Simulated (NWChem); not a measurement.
System: bromine monochloride (BrCl); SMILES ClBr

The following NWChem deck was run.

```
start job
memory heap 200 mb stack 900 mb global 1100 mb
geometry units angstroms noautosym nocenter noautoz
  Cl     0.000000     0.000000     1.451792
  Br     0.000000     0.000000    -0.712717
end
basis spherical
  * library def2-tzvpd
end
dft
  xc xpbe96 cpbe96
  iterations 150
end
tddft
  cis
  nroots 6
  notriplet
end
task tddft energy
```

The geometry was optimised at PBE0/def2-SVP.

Vertical excitations in the gas phase.

Q: Predict the main results of this run. (PBE/def2-TZVPD, TDA.) Quantities: basis functions; lowest excitation, singlet (eV); oscillator strength of that lowest state; orbital gap (eV).

A: The number of basis functions comes out as 103 and the lowest excitation, singlet (eV) is 2.95. The oscillator strength of that lowest state is 0.001 and the orbital gap (eV) is 2.51.
